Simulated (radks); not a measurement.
The chromium ion Cr+, configuration [Ar] 3d0.5 4s1 4p3.5 (fractional occupations, a model configuration).

All-electron calculation, Dirac Kohn-Sham, PBEsol, spin-unpolarised, spherical densities, finite nucleus; open shells fill j = l - 1/2 first; Fermi nuclear charge, rms radius 3.6452 fm. Program: a radial shooting solver on a logarithmic mesh with Libxc functionals.

Energy parts (eV):
total: -28494.517
kinetic: 28830.807
electron-nucleus: -67226.981
Hartree: 11153.142
exchange-correlation: -1251.485

Orbitals (lengths in bohr, moments of r in powers of bohr; r(90%) holds 90 % of the orbital's charge):
orbital  occ.  eigenvalue (eV)       <r^4>      <r>  r(90%)   <1/r>
1s1/2       2        -5916.580  0.00007619  0.06361   0.114   23.86
2s1/2       2        -714.2333     0.01809   0.2932   0.455   5.062
2p1/2       2        -613.5443     0.01382   0.2582   0.424   5.001
2p3/2       4        -604.9385     0.01434   0.2611   0.428   4.925
3s1/2       2        -114.0890       1.140   0.8618    1.28   1.646
3p1/2       2         -85.3385       1.435   0.8922    1.35   1.541
3p3/2       4         -84.1539       1.479   0.8991    1.36   1.526
3d3/2     0.5         -38.9581       2.715   0.9697    1.58   1.295
3d5/2       0         -38.8160       2.738   0.9719    1.58   1.291
4s1/2       1         -19.1546       59.26    2.353    3.43  0.5664
4p1/2       2         -12.7567       108.8    2.706    3.99  0.4877
4p3/2     1.5         -12.6169       111.7    2.724    4.02  0.4839

The highest occupied level is 4p3/2 at -12.617 eV. The configuration is held as typed, so some empty levels lie below it. The density falls to 0.001 e/bohr^3 at r = 4.55 bohr.
